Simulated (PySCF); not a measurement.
# Tl⁺: excitation energy

Tl⁺ [Xe] 4f14 5d10 6s2 (1S) → Tl⁺ [Xe] 4f14 5d10 6s1 6p1, s spin flipped, as a difference of total energies. Computed with PySCF 2.14 in aug-cc-pwCVDZ-PP with ECP60MDF, with scalar relativity through the core potential. Correlated levels: valence and next inner shell: nothing frozen outside the core potential. The calculations carry no spin-orbit coupling.

```csv
method,excitation energy (cm⁻¹)
UHF,59940
MP2 (valence and next inner shell),66800
SCS-MP2 (valence and next inner shell),66300
```

The upper determinant mixes two multiplicities, so it lies between the two terms.

The coupled-cluster amplitudes are large for the upper state (T1 above 0.03 or a double amplitude above 0.15), so a single reference is strained.
